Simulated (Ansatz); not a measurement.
The same path of C₂H₁₀N₂Si (15 atoms, charge 0, multiplicity 1) was run 3 times with different band settings. The coordinate that changes most is the dihedral C1–N2–Si3–C4.

Computed with RKS PBE0/def2-SVP in Ansatz 0.2.0.

Relaxed end points:

```xyz
15
Properties=species:S:1:pos:R:3
C -1.244 -0.231 1.619
N 0.164 -0.007 1.370
Si 1.039 -0.710 0.042
C 0.802 0.310 -1.536
N -0.595 0.717 -1.606
H -1.456 -1.140 2.216
H -1.700 0.625 2.147
H -1.777 -0.335 0.661
H 0.698 0.196 2.207
H 0.582 -2.114 -0.234
H 2.483 -0.726 0.437
H 1.034 -0.354 -2.388
H 1.540 1.140 -1.582
H -0.797 1.210 -2.474
H -0.796 1.368 -0.848
```

```xyz
15
Properties=species:S:1:pos:R:3
C -0.838 0.299 1.879
N -0.414 -0.781 1.021
Si 1.001 -0.731 0.008
C 0.697 0.489 -1.400
N -0.522 0.127 -2.096
H -1.930 0.285 2.039
H -0.357 0.301 2.878
H -0.603 1.269 1.412
H -0.709 -1.696 1.343
H 1.186 -2.124 -0.497
H 2.249 -0.301 0.731
H 1.565 0.414 -2.080
H 0.733 1.525 -0.992
H -0.789 0.829 -2.783
H -1.291 0.045 -1.433
```

Common settings: climbing image yes; spring 5.0 eV/Å²; start path through a guess of the saddle point; force threshold 0.03 eV/Å; iteration limit 60; end points relaxed.

| run | movable images | optimiser |
| --- | --- | --- |
| 1 | 5 | quadratic models (default) |
| 2 | 1 | quadratic models (default) |
| 3 | 5 | fire |

Problem. What does each run give, and how far can it be trusted?

Solution. Run 1: converged after 12 iterations, highest image 0.106 eV above the first end. A vibrational analysis at the climbing image gives one clearly imaginary mode, 99i cm⁻¹: a first-order saddle point.
Run 2: converged after 11 iterations, highest image 0.106 eV above the first end. Another band between the same ends (5 images) ends at a top of the same energy, where a vibrational analysis finds 1 clearly imaginary mode. So few images can step over the top or miss a turn of the path.
Run 3: not converged after 60 iterations, highest image 0.144 eV above the first end. The band didn't meet its force threshold, so its energies are provisional: the largest band force was still 0.32 eV/Å, and over the last iterations the top stayed at 0.14 eV.
